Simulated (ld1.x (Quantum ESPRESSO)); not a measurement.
**Before and after: TM potential for In**

indium (In), norm-conserving Troullier–Martins (Kleinman–Bylander form), made with ld1.x (Quantum ESPRESSO) 7.5 (PBE, scalar-relativistic). Core [Kr] 4d10, reference 5s1 5p0 (charge +2). Waves: 5s (bound): rc 1.80 bohr; 5d channel at 0.05 Ry: rc 2.20 bohr; 5p (bound, empty): rc 2.45 bohr. Local part: the p channel. Core correction: none.

Change: reference 5s2 5p1.

Cutoffs: the cutoffs (Ry, on a coarse ladder) from which the occupation-weighted sum of valence levels, in a spherical-Bessel basis at the reference potential, stays within 10 and 1 mRy of its value at 400 Ry; they do not see the model core or the augmentation charge, which bear on the density cutoff. Errors are all-electron minus pseudo energies relative to the spin-unpolarised reference configuration.

Question: What does the change do?

Answer: The potential gets harder (18 Ry and 45 Ry → 21 Ry and 45 Ry); both files keep a bound ghost (d); the range in which the s phases agree widens (upper end 0.5 → 1.5); the range in which the p phases agree widens (upper end 2.2 → 3.3).

| quantity | base | changed |
| --- | --- | --- |
| cutoff, loose | 18 Ry | 21 Ry |
| cutoff, tight | 45 Ry | 45 Ry |
| bound ghosts | d | d |
| largest error over its own tests, meV | +478 | +114 |
| s: phases at 2.66 bohr within 0.05 rad from the reference energy up to (Ry; the scan ends near 5) | 0.5 | 1.5 |
| p: phases at 2.66 bohr within 0.05 rad from the reference energy up to (Ry; the scan ends near 5) | 2.2 | 3.3 |
| d: phases at 2.66 bohr within 0.05 rad from the reference energy up to (Ry; the scan ends near 5) | 3.2 | 1.0 |

 A true bound ghost makes a file unfit for plane-wave use even where its test errors are small: the radial tests pick states by their node count and pass the ghost by.
